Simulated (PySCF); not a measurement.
Z-matrix (Å, degrees):
```
Si
O 1 1.6417
H 2 0.9583 1 117.78
O 1 1.6417 2 113.56 3 -66.23
H 4 0.9583 1 117.76 2 -66.28
H 1 1.4811 2 111.44 3 50.66
H 1 1.4811 6 112.94 4 120.89
```
Charge 0, spin multiplicity 1.

Task: What HOMO–LUMO gap, HOMO and LUMO does PBE0-D4/def2-TZVP in PySCF 2.14.0 give?

Result: 
| Quantity | Result |
|---|---|
| HOMO–LUMO gap | 9.41 eV |
| HOMO | -8.89 eV |
| LUMO | 0.53 eV |
